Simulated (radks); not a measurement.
Q: The zirconium ion Zr10+ is in [Ar] 3d10 4s2. Method: Dirac Kohn-Sham, BLYP, spin-unpolarised, spherical densities, finite nucleus; Fermi nuclear charge, rms radius of each element as measured or else 0.836 A^(1/3) + 0.57 fm; computed with a radial shooting solver on a logarithmic mesh with Libxc functionals. Sub-shells are occupied by j as written (lower j first in brackets). One electron is removed from 3d5/2, 3p3/2, 4s1/2, 3d3/2 in turn, with full relaxation. Which removal costs least, and what does each cost?

A: 4s1/2 217.07 eV; 3d5/2 372.21 eV; 3d3/2 374.90 eV; 3p3/2 510.94 eV. The 4s1/2 electron leaves first.
